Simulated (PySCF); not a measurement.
A calculated (B3LYP, PySCF 2.14, aug-cc-pVDZ-DK, scalar relativity by spin-free X2C-1e) atom or ion has these occupied shells.

```csv
shell,electrons,orbital energy (eV),"rms radius, mean of both spins (bohr)"
1s,2,-1297.1,0.151
2s,2,-104.85,0.758
2p,6,-70.350,0.773
```

Problem. Name the element and its charge.

Solution. Mg²⁺ (magnesium, charge +2), in [Ne], closed-shell 1S.
